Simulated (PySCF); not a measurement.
**AuF: energy against distance**

Set-up: Au cc-pVDZ-PP with ECP60, F cc-pVDZ; scalar-relativistic core potentials (PySCF 2.14). Energies in eV from Au (5d10 6s1) + F in their ground configurations at the same level. All curves are PBE0. state 1: ¹Σ⁺ (singlet), closed shell; state 2: ³Σ⁺ (triplet), unpaired electrons σ ↑↑, a second solution, started from another occupation.

```tsv
R (Å)	state 1	state 2
1.670	-1.558	0.726
1.748	-2.231	-0.156
1.825	-2.585	-0.669
1.884	-2.703	-0.883
1.942	-2.733	-0.995
2.000	-2.695	-1.033
2.078	-2.574	-1.007
2.175	-2.347	-0.904
2.292	-2.018	-0.741
2.447	-1.551	-0.531
```

Put a parabola through the three lowest points of the state 1 curve and estimate Re, k and ωe (reduced mass 17.33 u; 1 eV/Å² = 0.16022 mdyn/Å; ωe = 1302.8·√(k/μ) cm⁻¹).

Through R = 1.884, 1.942, 2.0 Å the second-order coefficient is 10.1 eV/Å², so Re ≈ 1.939 Å, k ≈ 3.24 mdyn/Å and ωe ≈ 563 cm⁻¹. A polynomial fit of higher order to the unrounded PBE0 energies gives Re = 1.935 Å, k = 3.21 mdyn/Å, ωe = 561 cm⁻¹; anharmonicity and rounding make the difference.

The higher-order fit for each curve: state 1: Re = 1.935 Å, ωe = 561 cm⁻¹, De = 2.73 eV; state 2: Re = 2.011 Å, ωe = 468 cm⁻¹, minimum 1.03 eV below the ground-state fragments.

Spin–orbit coupling is left out, which matters for elements this heavy, above all for dissociation energies.
